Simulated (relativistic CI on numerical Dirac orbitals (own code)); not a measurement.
**Transition arrays of Sm XXVI**

Method of calculation: Dirac-Coulomb-Breit CI, separate exchange-only KLI orbitals for each configuration, model QED (radiative potential, 1s self-energy scaled to tabulated hydrogen-like ionisation energies), valence Slater integrals scaled by 0.9, whole transition arrays (own radial code, finite nucleus).

Configurations in the expansion (outside the closed core [Ar] 3d10 4s2): 4p6.4d, 4p6.4f, 4p5.4d2, 4p6.5p, 4p6.5f. Levels of other configurations are missing.

All E1 lines from the levels of 4p6.4d; mean and standard deviation are weighted by gf, and upper levels are sorted by their leading configuration.

```
Upper configuration  Lines   Σgf  Mean (eV)  Mean (nm)  σ (eV)  Strongest line (nm)
             4p6.4f      1   1.2     138.95      8.923    0.00                8.923
            4p5.4d2     62  47.4     160.49      7.725   11.69                7.457
             4p6.5p      3   1.0     290.10      4.274    3.80                4.242
             4p6.5f      3   2.5     405.43      3.058    3.08                3.076
```

Σgf per state of the lower configuration in bins of 0.2 nm over the central range (centre: value): 3.1: 0.25, 4.3: 0.10, 7.3: 0.66, 7.5: 2.43, 7.7: 0.99, 8.1: 0.04, 8.9: 0.15, 9.1: 0.09, 9.3: 0.25, 9.5: 0.08.

(1) How do configuration mixing and the scaling of the Slater integrals move the arrays?

Results:

(1) Slater scale 0.9, no configuration mixing: 4p6.4f 142.6 ± 2.8 eV (Σgf 5.6), 4p5.4d2 156.6 ± 14.0 eV (Σgf 41.3), 4p6.5p 290.2 ± 3.8 eV (Σgf 1.1), 4p6.5f 405.4 ± 3.1 eV (Σgf 2.5); Slater scale 1: 4p6.4f 138.9 ± 0.0 eV (Σgf 1.1), 4p5.4d2 163.5 ± 11.5 eV (Σgf 48.4), 4p6.5p 290.1 ± 3.8 eV (Σgf 1.0), 4p6.5f 405.4 ± 3.1 eV (Σgf 2.5); Slater scale 0.8: 4p6.4f 139.1 ± 0.0 eV (Σgf 1.3), 4p5.4d2 157.5 ± 11.9 eV (Σgf 46.4), 4p6.5p 290.1 ± 3.8 eV (Σgf 1.0), 4p6.5f 405.4 ± 3.1 eV (Σgf 2.5). With mixing, levels are counted to their leading configuration, so an array can shrink or vanish into another, and the sums then hold other lines.
